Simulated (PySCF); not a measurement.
## Broadened absorption spectrum of C2H4OS2Si

Species: C2H4OS2Si.
SMILES: `O[SiH]1SC=CS1`

Computed, not measured: TDDFT wB97X-D/def2-SVPD, vertical, gas phase, core orbitals frozen in the response in PySCF 2.14.0, density-fitted response routines. Geometry: GFN2-xTB, one conformer, isolated molecule. Torsions of this conformer, `[OH:1][SiH:2]1[S:3][CH:4]=[CH:5][S:6]1`: H–O1–Si2–S3 57°.

Computed states:

```json
{"state": "S1", "E (eV)": "4.75", "f": "0.0030"}
{"state": "S2", "E (eV)": "5.29", "f": "0.079"}
{"state": "S3", "E (eV)": "6.05", "f": "0.050"}
{"state": "S4", "E (eV)": "6.11", "f": "0.014"}
{"state": "S5", "E (eV)": "6.39", "f": "0.0057"}
{"state": "S6", "E (eV)": "6.44", "f": "0.015"}
{"state": "S7", "E (eV)": "6.65", "f": "0.020"}
{"state": "S8", "E (eV)": "6.89", "f": "0.035"}
```

Each state is given a Gaussian of 0.3 eV full width at half maximum, with ε(max) = 2.175×10⁸ f / Δν̃ (Δν̃ the width in cm⁻¹). The cross-section is σ = 3.8235×10⁻²¹ ε cm², given in Mb (10⁻¹⁸ cm²). The width is an assumption, not a result. The curve ends short of the highest state used, and states not computed would add to its high-energy end.

Question: Give the broadened spectrum and its maxima.

Answer: 
E (eV), σ (Mb) and a bar:
```
     4.30       0.00 
     4.39       0.02 
     4.47       0.09 
     4.56       0.33 
     4.65       0.74 #
     4.73       1.01 #
     4.82       0.90 #
     4.90       0.74 #
     4.99       1.74 ##
     5.08       6.63 ########
     5.16      15.60 ##################
     5.25      25.64 ##############################
     5.34      25.58 ##############################
     5.42      16.79 ####################
     5.51       6.53 ########
     5.59       1.88 ##
     5.68       0.57 #
     5.77       1.77 ##
     5.85       5.77 #######
     5.94      14.00 ################
     6.03      21.01 #########################
     6.11      20.42 ########################
     6.20      13.80 ################
     6.29       8.94 ##########
```

Maxima: 261 nm (4.75 eV), ε about 270, made up of S1 (100%); 234 nm (5.29 eV), ε about 7100, made up of S2 (100%); 205 nm (6.06 eV), ε about 5700, made up of S3 (79%) and S4 (20%) (ε in L mol⁻¹ cm⁻¹; maxima over ε = 5, shares over 10%).

Question: On this curve, what absorbance would a 10⁻⁵ mol/L sample give at 266 nm over a 1 cm path?

Answer: 266 nm is 4.661 eV, where ε is about 210 L mol⁻¹ cm⁻¹, so A = ε c l ≈ 0.0021 (Beer–Lambert, with the gas-phase spectrum and the assumed width).

Question: Coming from long wavelengths, where does ε first pass 100 L mol⁻¹ cm⁻¹?

Answer: At about 271 nm (4.57 eV), 0.18 eV below S1.

Question: What would ε be at 5.29 eV, the highest of these maxima, with half the width (0.15 eV)?

Answer: About 14200 L mol⁻¹ cm⁻¹ against 7130, a factor of about 1.99; a lone state at its own centre would give exactly 2.
